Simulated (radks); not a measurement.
Question: Isoelectronic series with 6 electrons, each ion in its NIST ground configuration. All-electron calculation, scalar-relativistic Kohn-Sham, PBE, spin-unpolarised, spherical densities, finite nucleus; Fermi nuclear charge, rms radius of each element as measured or else 0.836 A^(1/3) + 0.57 fm. Program: a radial shooting solver on a logarithmic mesh with Libxc functionals. Total energies (hartree) and orbital eigenvalues (eV):

ion,configuration,E (hartree),2p,2s,1s
C,[He] 2s2 2p2,-37.76481,-5.2855,-13.7509,-273.3803
N+,[He] 2s2 2p2,-53.95356,-20.6883,-32.4622,-401.6793
O2+,[He] 2s2 2p2,-73.16374,-43.2419,-58.3463,-557.7459
F3+,[He] 2s2 2p2,-95.39279,-72.7607,-91.2078,-741.3608
Ne4+,[He] 2s2 2p2,-120.64186,-109.1805,-130.9865,-952.4619
Mg6+,[He] 2s2 2p2,-180.21223,-202.6231,-231.2232,-1457.102
Al7+,[He] 2s2 2p2,-214.54197,-259.6256,-291.6780,-1750.684
Si8+,[He] 2s2 2p2,-251.90818,-323.4786,-359.0325,-2071.820
S10+,[He] 2s2 2p2,-335.77399,-471.7432,-514.4892,-2796.957
Cl11+,[He] 2s2 2p2,-382.28694,-556.1632,-602.6221,-3201.070
Ar12+,[He] 2s2 2p2,-431.86306,-647.4495,-697.7155,-3632.965
K13+,[He] 2s2 2p2,-484.51042,-745.6094,-799.7900,-4092.716
Ca14+,[He] 2s2 2p2,-540.23753,-850.6513,-908.8677,-4580.397
Sc15+,[He] 2s2 2p2,-599.05349,-962.5843,-1024.973,-5096.091
Ti16+,[He] 2s2 2p2,-660.96796,-1081.418,-1148.131,-5639.886
V17+,[He] 2s2 2p2,-725.99118,-1207.164,-1278.369,-6211.875

Estimate the row of P9+ ([He] 2s2 2p2).

Answer: E (hartree) -292.31672; 2p -394.1834; 2s -433.2982; 1s -2420.560.
